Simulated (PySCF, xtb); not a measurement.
C5H5N, SMILES C#CC(N)=C=C.

GFN2-xTB (xtb 6.7.1) at its own geometry gives an orbital gap of 3.73 eV and a dipole moment of 1.44 D.

Geometry optimised at B3LYP-D3(BJ)/def2-SVP. This is a generated structure with no PubChem entry under its InChIKey; it may be hypothetical. Other conformers were not sampled.

### Question
What does PBE/def2-TZVP in PySCF give? (The exact figures need the calculation; the answer reports its results.)

### Answer
gap 3.69 eV (levels -5.03 and -1.34 eV), dipole 1.33 D.
